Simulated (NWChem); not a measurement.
HSe₂Br; SMILES Br[Se][SeH]

```xyz
4

Se     0.9547    -0.0278     0.0109
Br    -0.4506     1.8612     0.0060
Se    -0.4657    -1.8279     0.0345
H     -0.6436    -1.9454    -1.4291
```
Atoms are numbered in this order, from 1.

Level: PBE0/def2-SVP (NWChem), optimised geometry, unscaled harmonic frequencies. This build's default masses of Se (78.918 u) and Br (79.917 u) are each other's, which moves their modes by up to 0.6 %.

**Question.** List the harmonic frequencies with IR intensities, and the thermochemistry.

**Answer.** 
| frequency (cm⁻¹) | IR intensity (km/mol) |
|---|---|
| 103 | 0.7 |
| 278 | 21.6 |
| 300 | 3.8 |
| 336 | 9.0 |
| 752 | 5.3 |
| 2399 | 11.8 |

| Quantity | Value |
|---|---|
| zero-point energy | 6.0 kcal/mol |
| thermal correction to the enthalpy at 298.15 K (with zero-point energy) | 9.6 kcal/mol |
| heat capacity Cv | 13.6 cal/(mol K) |
| entropy at 298.15 K and 1 atm (symmetry number 1) | 79.1 cal/(mol K) |
| dipole moment | 1.74 D |

Rigid rotor and harmonic oscillator.
